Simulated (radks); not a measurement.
All-electron atom: Sm- in [Xe] 4f7 6s2. All-electron calculation, scalar-relativistic Kohn-Sham, PBEsol, spin-polarised, spherical densities, point nucleus; open shells are filled with parallel spins first (spin-orbit coupling, left out, can overturn this in heavy ions); hard spherical wall at 15 bohr. Program: a radial shooting solver on a logarithmic mesh with Libxc functionals.

Normalised radial functions P(r) = r R(r), r in bohr:

r	5p up	5p down	6s down
0.000812	0.0006	0.0006	0.0073
0.001109	0.0010	0.0010	0.0094
0.001516	0.0017	0.0016	0.0121
0.002071	0.0029	0.0028	0.0154
0.002829	0.0050	0.0048	0.0193
0.003864	0.0084	0.0081	0.0236
0.005279	0.0143	0.0137	0.0281
0.007212	0.0239	0.0230	0.0319
0.009853	0.0393	0.0378	0.0338
0.01346	0.0629	0.0605	0.0318
0.01839	0.0964	0.0928	0.0235
0.02512	0.1392	0.1339	0.0070
0.03432	0.1832	0.1762	-0.0170
0.04689	0.2079	0.2001	-0.0421
0.06406	0.1795	0.1727	-0.0540
0.08751	0.0654	0.0629	-0.0356
0.1196	-0.1233	-0.1187	0.0164
0.1633	-0.2835	-0.2728	0.0700
0.2231	-0.2449	-0.2355	0.0655
0.3048	0.0590	0.0571	-0.0207
0.4165	0.3995	0.3848	-0.1086
0.569	0.3781	0.3654	-0.0747
0.7773	-0.1046	-0.0970	0.0776
1.062	-0.6711	-0.6457	0.1880
1.451	-0.8900	-0.8748	0.1211
1.982	-0.6999	-0.7098	-0.0971
2.708	-0.3623	-0.3837	-0.3244
3.699	-0.1233	-0.1391	-0.4484
5.053	-0.0260	-0.0322	-0.4412
6.904	-0.0030	-0.0041	-0.3270
9.431	-0.0001	-0.0002	-0.1845
12.88	0.0000	0.0000	-0.0565

5p up: eigenvalue -17.819 eV, 3 radial nodes at r = 0.0984, 0.290, 0.736 bohr, <r> = 1.68 bohr, 90 % of the charge inside 2.47 bohr. 5p down: eigenvalue -15.610 eV, 3 radial nodes at r = 0.0984, 0.290, 0.738 bohr, <r> = 1.72 bohr, 90 % of the charge inside 2.55 bohr. 6s down: eigenvalue 0.558 eV, 5 radial nodes at r = 0.0278, 0.110, 0.287, 0.672, 1.75 bohr, <r> = 5.38 bohr, 90 % of the charge inside 8.38 bohr.

Empty levels of this run are not shown, since the potential may be unsettled where no density lies.
